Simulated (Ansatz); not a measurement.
Consider the hydrogenolysis of a C–F bond: `FC([SiH3])(Cl)Cl` + H₂ → `[SiH3]C(Cl)Cl` + H–F.

Program: Ansatz. Geometries: PBE0-D4/def2-TZVP. ΔE: electronic, gas phase. CCSD(T)/CBS adds triple-zeta CCSD(T) − MP2 to the extrapolated MP2 energy (def2 sets, frozen cores). This one scheme is used for every species. Functionals use def2-TZVPP.

CCSD(T)/CBS gives -26.0 kcal/mol.

(1) Another level gave -24.6 kcal/mol. Which?
A. CAM-B3LYP-D4/def2-TZVPP
B. LC-ωPBE/def2-TZVPP
C. PBE-D4/def2-TZVPP
D. HF/def2-TZVPP

(2) What do rigid-rotor, harmonic-oscillator terms from PBE0-D4/def2-TZVP frequencies (298.15 K, 1 bar) make of the CCSD(T)/CBS value? (An estimate is asked.)

Largest T1 diagnostic among the species: 0.012.

## Answers

(1) B. LC-ωPBE -24.6, CAM-B3LYP-D4 -22.6, PBE-D4 -20.8, HF/def2-TZVPP -27.8 kcal/mol.

(2) The calculation gave: ΔZPE = +5.0 kcal/mol, ΔH = -21.6 kcal/mol, ΔS = 27 J/(mol·K), ΔG = -23.5 kcal/mol.

The D4 term adds +0.8 kcal/mol with B3LYP and +0.4 kcal/mol with PBE0; it sums over pairs of atoms, weighted by their polarisabilities, and B3LYP, whose exchange is more repulsive, gets the larger term. Leaving LDA and LC-ωPBE aside and taking each functional with its dispersion term where it has one, the values, not all of them listed here, spread over 6.4 kcal/mol, from PBE-QIDH to BLYP-D4. LDA lies +1.6 kcal/mol from PBE without D4. From BLYP to BHLYP (50 % exact exchange), in def2-TZVPP and without D4, ΔE moves by −4.7 kcal/mol.

CCSD(T)/CBS has its own doubt, a few kJ/mol and more with outer-core shells, so smaller differences from it don't rank the levels.

B3LYP here is the variant with VWN-RPA as its local correlation; programs differ in this.
